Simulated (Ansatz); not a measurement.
`[OH][GeH2][SiH](O)F` + HBr → `[OH][GeH2][Br]` + `O[SiH2]F`  (cleavage of the Ge–Si bond)

Isolated molecules relaxed with PBE0-D4/def2-TZVP in Ansatz; ΔE leaves out vibrations. CCSD(T)/CBS adds triple-zeta CCSD(T) − MP2 to the extrapolated MP2 energy (def2 sets, frozen cores). DFT in def2-TZVPP. B3LYP here is the variant with VWN-RPA as its local correlation; programs differ in this. HSE06 is defined as in plane-wave codes. For Br, Ge outer-core shells are correlated without core-valence functions, which leaves a few kJ/mol of doubt a bond. Scalar relativity is left out up to krypton. Each species was taken in one conformer, which may not be the lowest.

```
             level  ΔE (kJ/mol)  difference from CCSD(T)/CBS
       LDA (SPW92)        -74.6                         18.3
            PBE-D4        -79.7                         13.2
           BLYP-D4        -84.7                          8.2
         r2SCAN-D4        -91.9                          1.0
            B97M-V        -90.2                          2.7
           PBE0-D4        -87.1                          5.8
          B3LYP-D4        -90.3                          2.6
        r2SCANh-D4        -93.5                         -0.6
        r2SCAN0-D4        -96.0                         -3.1
          HSE06-D4        -87.7                          5.2
          BHLYP-D4        -99.6                         -6.7
      CAM-B3LYP-D4        -91.6                          1.3
           ωB97X-V        -92.9                          0.0
           ωB97M-V        -94.3                         -1.4
            B2PLYP        -98.7                         -5.8
          PBE-QIDH        -98.2                         -5.3
               PBE        -83.0                          9.9
              BLYP        -90.9                          2.0
            r2SCAN        -93.0                         -0.1
              PBE0        -90.1                          2.8
             B3LYP        -95.4                         -2.5
           r2SCANh        -94.7                         -1.8
           r2SCAN0        -97.2                         -4.3
             HSE06        -90.5                          2.4
             BHLYP       -103.9                        -11.0
         CAM-B3LYP        -94.8                         -1.9
       HF/def2-SVP       -111.3                        -18.4
      MP2/def2-SVP       -101.5                         -8.6
     CCSD/def2-SVP        -94.6                         -1.7
  CCSD(T)/def2-SVP        -92.8                          0.1
     HF/def2-TZVPP       -120.6                        -27.7
    MP2/def2-TZVPP       -102.7                         -9.8
SCS-MP2/def2-TZVPP       -104.1                        -11.2
   CCSD/def2-TZVPP        -96.2                         -3.3
CCSD(T)/def2-TZVPP        -94.1                         -1.2
     HF/def2-QZVPP       -120.9                        -28.0
    MP2/def2-QZVPP       -102.2                         -9.3
SCS-MP2/def2-QZVPP       -103.7                        -10.8
      HF/CBS(def2)       -120.9                        -28.0
    CCSD/CBS(def2)        -95.1                         -2.2
       CCSD(T)/CBS        -92.9                            0
```

Largest T1 diagnostic among the species: 0.012.

From r2SCAN to r2SCAN0 (25 % exact exchange), in def2-TZVPP and without D4, ΔE moves by −4.3 kJ/mol. The D4 term adds +5.1 kJ/mol with B3LYP and +3.0 kJ/mol with PBE0; it sums over pairs of atoms, weighted by their polarisabilities, and B3LYP, whose exchange is more repulsive, gets the larger term. In def2-TZVPP, CCSD(T) changes the Hartree–Fock value by +26.5 kJ/mol (the triples alone add +2.1 kJ/mol) and MP2 by +17.9 kJ/mol.
